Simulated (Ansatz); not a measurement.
F₄Ge, singlet, geometry from GFN2-xTB; B3LYP/3-21G (Ansatz, a first-principles code).

The Ansatz input:
Ansatz 0.2 input:
```yaml
crystal:
  periodic: [false, false, false]
  atoms:
    - {symbol: F, position_ang: [1.28249365, -1.06843622, -0.11172530]}
    - {symbol: Ge, position_ang: [-0.00000000, -0.00000000, -0.00000000]}
    - {symbol: F, position_ang: [0.58041552, 1.56903814, 0.00809899]}
    - {symbol: F, position_ang: [-1.01772117, -0.21135552, -1.31087792]}
    - {symbol: F, position_ang: [-0.84518800, -0.28924641, 1.41450423]}
basis:
  gaussian:
    orbitals: 3-21G.json
    fitting: {mean_field: cc-pVTZ-JKFIT}
hamiltonian:
  xc: b3lyp
```
The basis file holds 3-21G in the JSON format of the Basis Set Exchange.

Q: Predict the main parts of the log of this Ansatz run.

A: 
```
Functional definition: B3LYP
523 factors; integrals over basis functions are off by at most 3.0e-3 eV
mean field evaluation 1: about -67054.5046 eV, gradient 5.6e1 eV
mean field evaluation 2: about -67051.0072 eV, gradient 7.8e1 eV
mean field evaluation 4: about -67059.2188 eV, gradient 6.1e-2 eV
mean field evaluation 8: about -67059.2028 eV, gradient 5.3e-4 eV
mean field -67059.20279390 eV, -2464.3802483156 hartree, gradient 9.1e-6 eV, S^2 0.000000; 0 other end points of the search recorded, 0 dependent functions left out
reference -67059.20298601 eV, -2464.3802553756 hartree; 34, 34 occupied and 25, 25 virtual orbitals, 523 factors
Total energy: -67059.20298601 eV, -2464.3802553756 hartree
```
